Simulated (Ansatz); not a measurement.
The same molecule with X = B, Al, Ga, In. Ansatz, PBE0-D4/def2-TZVP geometries, multiplicity 2. Each molecule was computed in one conformer, which needn't be the lowest.

Elements past krypton have def2 core potentials. Scalar relativity is left out up to krypton.

| X | molecule | mean X–N bond length / Å | mean X–O bond length / Å | zero-point energy (PBE0-D4/def2-TZVP) / kJ/mol |
| --- | --- | --- | --- | --- |
| Al | `[NH2][Al][OH]`• | 1.769 | 1.705 | 100.8 |
| Ga | `[NH2][Ga][OH]`• | 1.856 | 1.803 | 98.8 |
| In | `[NH2][In][OH]`• | 2.069 | 2.009 | 97.0 |

Task: Give the row for X = B, `N[B]O`•. (Best estimate.)

Result: Computed: 
```json
{"X": "B", "molecule": "`N[B]O`•", "mean X–N bond length / Å": "1.390", "mean X–O bond length / Å": "1.359", "zero-point energy (PBE0-D4/def2-TZVP) / kJ/mol": "114.5"}
```

From B to In the mean X–N bond length rises at each step, by 0.679 Å in all; the mean X–O bond length rises at each step, by 0.650 Å in all; the zero-point energy (PBE0-D4/def2-TZVP) falls at each step, by 17.5 kJ/mol in all. Bonds lengthen as the atom grows down the group.
